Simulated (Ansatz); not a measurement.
Reaction (homolysis of the C–Si bond): `NC[SiH](F)Br` → `[CH2]N`• + `F[SiH]Br`•

Isolated molecules relaxed with PBE0-D4/def2-TZVP in Ansatz; ΔE leaves out vibrations. CBS: MP2 limit from def2 TZ/QZ plus the TZ coupled-cluster correction, frozen cores. Functionals use def2-TZVPP. No spin–orbit coupling; open shells (•) take unrestricted orbitals. For Br outer-core shells are correlated without core-valence functions, which leaves a few kJ/mol of doubt a bond. Scalar relativity is left out up to krypton. One conformer a species, not always the lowest.

```json
{"level": "r2SCAN-D4", "ΔE (kJ/mol)": "319.9"}
{"level": "CAM-B3LYP-D4", "ΔE (kJ/mol)": "331.6"}
{"level": "r2SCANh", "ΔE (kJ/mol)": "317.8"}
{"level": "MP2/def2-SVP", "ΔE (kJ/mol)": "350.3"}
{"level": "MP2/def2-TZVPP", "ΔE (kJ/mol)": "360.9"}
{"level": "CCSD/def2-TZVPP", "ΔE (kJ/mol)": "340.8"}
{"level": "HF/def2-QZVPP", "ΔE (kJ/mol)": "247.5"}
{"level": "MP2/def2-QZVPP", "ΔE (kJ/mol)": "365.4"}
```

Question: What does CCSD(T)/CBS give? (An estimate is asked.)

Answer: Computed: +356.9 kJ/mol. The listed levels differ from it by -37.0, -25.3, -39.1, -6.6, 4.0, -16.1, -109.4, 8.5 kJ/mol.

Largest T1 diagnostic among the species: 0.016.

The D4 term adds +17.0 kJ/mol with B3LYP and +9.3 kJ/mol with PBE0; it sums over pairs of atoms, weighted by their polarisabilities, and B3LYP, whose exchange is more repulsive, gets the larger term. From BLYP to BHLYP (50 % exact exchange), in def2-TZVPP and without D4, ΔE moves by +24.6 kJ/mol. Leaving LDA and LC-ωPBE aside and taking each functional with its dispersion term where it has one, the values, not all of them listed here, spread over 39.3 kJ/mol, from BLYP-D4 to ωB97M-V. LDA lies +56.5 kJ/mol from PBE without D4, its usual overbinding.

CCSD(T)/CBS has its own doubt, a few kJ/mol and more with outer-core shells, so smaller differences from it don't rank the levels.

B3LYP here is the variant with VWN-RPA as its local correlation; programs differ in this.
